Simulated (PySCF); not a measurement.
**Building multiplets from coupling constants**

Molfile (atoms numbered from 1):
```
C5H10O2
     RDKit          3D

 17 16  0  0  0  0  0  0  0  0999 V2000
    2.5988   -0.0057    0.0088 C   0  0  0  0  0  0  0  0  0  0  0  0
    1.2072    0.0051    0.5725 C   0  0  0  0  0  0  0  0  0  0  0  0
    0.9295   -0.0876    1.7399 O   0  0  0  0  0  0  0  0  0  0  0  0
    0.2974    0.1338   -0.4018 O   0  0  0  0  0  0  0  0  0  0  0  0
   -1.0875    0.1600   -0.0166 C   0  0  0  0  0  0  0  0  0  0  0  0
   -1.8142    0.9353   -1.0927 C   0  0  0  0  0  0  0  0  0  0  0  0
   -1.5944   -1.2580    0.1591 C   0  0  0  0  0  0  0  0  0  0  0  0
    2.7085   -0.8436   -0.6949 H   0  0  0  0  0  0  0  0  0  0  0  0
    3.3255   -0.0997    0.8231 H   0  0  0  0  0  0  0  0  0  0  0  0
    2.7801    0.9189   -0.5581 H   0  0  0  0  0  0  0  0  0  0  0  0
   -1.1508    0.6867    0.9491 H   0  0  0  0  0  0  0  0  0  0  0  0
   -2.8821    1.0222   -0.8449 H   0  0  0  0  0  0  0  0  0  0  0  0
   -1.7240    0.4282   -2.0655 H   0  0  0  0  0  0  0  0  0  0  0  0
   -1.3971    1.9478   -1.1917 H   0  0  0  0  0  0  0  0  0  0  0  0
   -2.6603   -1.2514    0.4316 H   0  0  0  0  0  0  0  0  0  0  0  0
   -1.0408   -1.7675    0.9600 H   0  0  0  0  0  0  0  0  0  0  0  0
   -1.4790   -1.8274   -0.7761 H   0  0  0  0  0  0  0  0  0  0  0  0
  1  2  1  0
  2  3  2  0
  2  4  1  0
  4  5  1  0
  5  6  1  0
  5  7  1  0
  1  8  1  0
  1  9  1  0
  1 10  1  0
  5 11  1  0
  6 12  1  0
  6 13  1  0
  6 14  1  0
  7 15  1  0
  7 16  1  0
  7 17  1  0
M  END
```

[PySCF: GIAO PBE0/pcSseg-1 shieldings; J: B3LYP/pcJ-1 (without the spin–dipole term); geometry: PBE0-D3(BJ)/def2-SVP; one averaged value for each set of equivalent atoms; non-relativistic Hamiltonian; a single conformation; no solvent model]

Chemical shifts δ = σref − σ; TMS for ¹H (31.27 ppm) and ¹³C (184.41 ppm), all at this level.

Spectrometer: 800 MHz for ¹H. First-order analysis; couplings under 1 Hz (under 4 Hz in carbon signals) are ignored, and nearly equal couplings are merged; the smaller ones broaden or split the lines further.

(1) What pattern does H12/H13/H14/H15/H16/H17 show (¹H)?

(2) What pattern does C2 show in the proton-coupled ¹³C spectrum?

(3) What pattern does H11 show (¹H)?

(4) What pattern does C1 show in the proton-coupled ¹³C spectrum?

## Answers

(1) A doublet at δ 1.17: 7.1 Hz to H11 (1 × ¹H, 3 bonds away). Lines in Hz from the centre (relative intensity): +3.5 (1), -3.5 (1). The outer lines are 7.1 Hz apart, the sum of the couplings kept, or 0.009 ppm at this field.

(2) A quartet at δ 173.6: 6.2 Hz to H8/H9/H10 (3 × ¹H, 2 bonds away). Lines in Hz from the centre (relative intensity): +9.3 (1), +3.1 (3), -3.1 (3), -9.3 (1). The outer lines are 18.6 Hz apart, the sum of the couplings kept, or 0.092 ppm at this field.

(3) A septet at δ 4.69: 7.1 Hz to H12/H13/H14/H15/H16/H17 (6 × ¹H, 3 bonds away). Lines in Hz from the centre (relative intensity): +21.3 (1), +14.2 (6), +7.1 (15), +0.0 (20), -7.1 (15), -14.2 (6), -21.3 (1). The outer lines are 42.6 Hz apart, the sum of the couplings kept, or 0.053 ppm at this field.

(4) A quartet at δ 22.5: 136.2 Hz to H8/H9/H10 (3 × ¹H, 1 bond away). Lines in Hz from the centre (relative intensity): +204.3 (1), +68.1 (3), -68.1 (3), -204.3 (1). The outer lines are 408.6 Hz apart, the sum of the couplings kept, or 2.031 ppm at this field.

Unscaled 3J(H,H) at this level run about 10 % above measured values.
